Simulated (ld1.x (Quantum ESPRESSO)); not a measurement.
# Reading a pseudo-wave (Ni (Z = 28))

Columns: radius, all-electron u(r) and pseudo u(r) of the 3d shell (level -9.90 eV) of nickel in the configuration [Ne] 3s2 3p6 3d8 4s1.5 4p0.5; PBE, scalar-relativistic, TM scheme, ld1.x (Quantum ESPRESSO) 7.5.

```
r (bohr)  all-electron  pseudo
   0.065        0.0344  0.0051
   0.130        0.1642  0.0393
   0.195        0.3465  0.1225
   0.260        0.5313  0.2600
   0.325        0.6906  0.4396
   0.390        0.8137  0.6361
   0.455        0.9003  0.8188
   0.520        0.9536  0.9621
   0.585        0.9790  1.0516
   0.650        0.9828  1.0867
   0.715        0.9706  1.0768
   0.780        0.9470  1.0368
   0.845        0.9160  0.9810
   0.910        0.8801  0.9207
   0.975        0.8414  0.8629
   1.040        0.8015  0.8107
   1.105        0.7614  0.7642
   1.170        0.7218  0.7223
   1.235        0.6831  0.6832
   1.300        0.6458  0.6458
   1.365        0.6100  0.6100
   1.430        0.5757  0.5757
   1.495        0.5432  0.5432
   1.560        0.5124  0.5124
   1.625        0.4832  0.4832
   1.690        0.4556  0.4556
```

(1) How many radial nodes do the two functions have?

(2) At about which radius was the pseudo-wave matched?

(3) Is the pseudo-wave norm-conserving?

## Answers

(1) The all-electron 3d function has n − l − 1 = 0; the pseudo-wave has 0.

(2) 1.30 bohr, where the columns begin to agree (steps of 0.07 bohr).

(3) Yes: the TM scheme keeps the norm inside the radius equal to the all-electron one, which fixes the energy derivative of the logarithmic derivative at the level.
